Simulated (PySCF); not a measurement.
H6Si3, SMILES [SiH2]1[SiH2][SiH2]1.

Geometry: PBE0-D3(BJ)/def2-SVP.

Two levels are set side by side: PBE/def2-TZVPD (PySCF) and CAM-B3LYP/def2-TZVPD (PySCF). Same geometry, gas phase. Differences are taken from unrounded values.

```tsv
quantity	CAM-B3LYP
orbital gap (eV)	8.11
highest occupied level (eV)	-8.09
lowest empty level (eV)	0.02
mean polarisability (bohr³)	94.7
```

What does PBE give, and how far is it from CAM-B3LYP? (An estimate is asked for; the answer gives what the named calculation found.)


```tsv
quantity	PBE	PBE minus CAM-B3LYP
orbital gap (eV)	3.93	-4.18
highest occupied level (eV)	-5.97	2.12
lowest empty level (eV)	-2.05	-2.06
mean polarisability (bohr³)	99.0	4.3
```

PBE's occupied levels lie high since its potential decays too fast outside the molecule; exact exchange lowers them and widens the gap. Loosely held outer electrons make PBE densities more polarisable. Differences between two approximate levels are no errors against the true value.

Rough cost on one machine, each run with all the roots and properties that it gave: CAM-B3LYP against PBE within a factor of 2.
